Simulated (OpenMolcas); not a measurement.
Er2+ among 6 point charges of -2 e arranged as a trigonal antiprism (D3d), with a polar angle of 65.1° against the regular 54.74°.

- Program: OpenMolcas 26.06
- Method: SS-CASPT2, IPEA 0.25 Eh, imaginary shift 0.1 Eh (closed shells correlated: 5s 5p)
- Basis: ANO-RCC-VDZP [7s6p4d2f1g]
- Scalar Hamiltonian: DKH2, point nucleus
- Active space: 12 electrons in 7 orbitals (4f)
- State averaging: 2S+1 = 3 even, 21 roots; 2S+1 = 1 even, 27 roots kept (CI in the orbitals of an earlier block)
- Spin-orbit coupling: RASSI with atomic mean-field integrals over the reference wave functions

All point charges move together. At R = 2.71 Å the width of the lowest J multiplet is 2016 cm-1, and at R = 2.9 Å it is 1669 cm-1.

**Question.** A third run gives 2571 cm-1. What distance was it run at?

**Answer.** With a power law R^-n the two known points give n = -ln(1669 / 2016) / ln(2.9 / 2.71) = 2.79. Then R = 2.71 × (2016 / 2571)^(1/2.79) = 2.484 Å. The run was at 2.52 Å, so the estimate is off by -0.036 Å.

Roots that are degenerate in the reference are averaged as groups; the widest CASPT2 spread within a group is 71 cm-1 (the 2-fold group of multiplicity 3 near 33000 cm-1 above the lowest state of its run, R = 2.52). Shifts and gaps below about the spread of the groups concerned are not significant. Point charges carry no covalency, so the field is a model and not that of real ligands. No measured value stands beside these numbers.
